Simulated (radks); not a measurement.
Sc+, configuration [Ar] 3d0.5 4s1.5 (fractional occupations, a model configuration).

Method: non-relativistic Kohn-Sham, PBEsol, spin-polarised, spherical densities, point nucleus; open shells are filled with parallel spins first; computed with a radial shooting solver on a logarithmic mesh with Libxc functionals.

Energy parts (eV):
| part | energy |
|---|---|
| total | -20659.398 |
| kinetic | 20637.701 |
| electron-nucleus | -48749.256 |
| Hartree | 8471.841 |
| exchange-correlation | -1019.685 |

Orbitals (lengths in bohr, moments of r in powers of bohr; r(max) is where P^2 peaks; r(90%) holds 90 % of the orbital's charge):
\begin{tabular}{lrrrrr}
orbital & occ. & eigenvalue (eV) & r(90%) & <r^2> & r(max) \\ \hline
1s up & 1 & -4374.990 & 0.131 & 0.007283 & 0.04840 \\
1s down & 1 & -4374.973 & 0.131 & 0.007283 & 0.04840 \\
2s up & 1 & -479.1193 & 0.539 & 0.1420 & 0.2862 \\
2s down & 1 & -478.9645 & 0.538 & 0.1419 & 0.2862 \\
2p up & 3 & -397.5857 & 0.508 & 0.1178 & 0.2333 \\
2p down & 3 & -397.4627 & 0.508 & 0.1177 & 0.2333 \\
3s up & 1 & -64.1287 & 1.61 & 1.335 & 0.9306 \\
3s down & 1 & -63.6258 & 1.61 & 1.333 & 0.9306 \\
3p up & 3 & -43.2676 & 1.78 & 1.578 & 0.9661 \\
3p down & 3 & -42.7529 & 1.78 & 1.574 & 0.9660 \\
3d up & 0.5 & -12.3992 & 2.72 & 3.219 & 1.057 \\
3d down & 0 & -11.8166 & 2.70 & 3.186 & 1.055 \\
4s up & 1 & -10.7589 & 4.75 & 11.96 & 2.866 \\
4s down & 0.5 & -10.0812 & 4.84 & 12.29 & 2.876 \\
\end{tabular}

The highest occupied level is 4s down at -10.081 eV. The configuration is held as typed, so some empty levels lie below it. Summed over all electrons, <r^2> = 32.85 bohr^2, which gives a Langevin (diamagnetic) susceptibility term of -26 x 10^-6 cm^3/mol. Spin moment in Bohr magnetons: 1.
